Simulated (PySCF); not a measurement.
# Dipole moment and polarisability of `[H]/N=C1/CCC[C@@H]1C#N`

Compound: C6H8N2.
Geometry (GFN2-xTB, Å), atoms numbered from 1 in this order:
```xyz
16
C6H8N2 angstrom
N      1.3989    2.4006   -1.2651
C      0.9911    1.6976   -0.4606
C      0.4761    0.7975    0.5398
C     -1.0564    0.7183    0.4787
C     -1.3152   -0.3562   -0.5772
C     -0.2373   -1.4034   -0.3005
C      0.9440   -0.6248    0.1991
N      2.0877   -1.1162    0.3017
H      0.8565    1.1155    1.5162
H     -1.4404    0.3958    1.4483
H     -1.5108    1.6755    0.2240
H     -2.3226   -0.7637   -0.5132
H     -1.1761    0.0663   -1.5741
H      0.0285   -2.0027   -1.1691
H     -0.5517   -2.0880    0.4911
H      2.8201   -0.5031    0.6494
```

Level: PBE0/def2-SVPD (PySCF), static field, nuclei fixed, core orbitals frozen in the response. The polarisability tensor in these axes (au):

```
x   82.28  1.51 -0.02
y    1.51 80.22 -4.73
z   -0.02 -4.73 66.19
```

Question: Diagonalise the tensor; give its mean and Δα, where Δα² is half the sum of the squared differences of the eigenvalues.

Answer: Principal values 64.73, 80.50 and 83.46 au; mean 76.23 au = 11.30 Å³ = 12.57 × 10⁻⁴⁰ C²·m²/J; Δα = 17.44 au (23 % of the mean).

Question: What is the dipole moment, and where does it point?

Answer: (-2.88, -1.08, 2.74) D, 4.12 D in size, pointing from the negative to the positive side. Measured along this direction, the outermost atoms are N1 at the negative end and H10 at the positive end.

Question: Give the principal axes and the span of the nuclei along them.

Answer: Largest value along (0.78, 0.61, -0.17), where the nuclei span 4.94 Å; middle along (-0.63, 0.74, -0.24), 4.43 Å; least along (-0.02, 0.29, 0.96), 3.46 Å. The response follows the extents in order.

Question: Rayleigh depolarisation ratio (linearly polarised light, static tensor)?

Answer: ρ = 3Δα²/(45ᾱ² + 4Δα²) = 912.2/(261494 + 1216.3) = 0.00347.

Question: Orientational against electronic polarisability at 400 K (dilute gas, rigid molecules)?

Answer: In Gaussian units μ²/3kT = 102.46 Å³ against 11.30 Å³, a ratio of 9.07; the Debye molar polarisation (4π/3)N_A(α + μ²/3kT) is 287.0 cm³/mol, leaving out the vibrational part.

Question: Molar refractivity from α?

Answer: Lorentz–Lorenz: R = (4π/3)N_A α = 2.5225 cm³/(mol·Å³) × 11.30 Å³ = 28.5 cm³/mol, in the limit of long wavelengths.

Question: Give the eigenvalues of the traceless quadrupole moment Θ = ½Σq(3rr − r²1), origin at the centre of nuclear charge.

Answer: -14.03, 1.70, 12.33 D·Å. The values depend on the origin, since the dipole doesn't vanish. The electronic extent ⟨r²⟩ about the same centre is 879 bohr², a root-mean-square distance of 2.06 Å for the 58 electrons.

Geometry: GFN2-xTB, one conformer, isolated molecule.
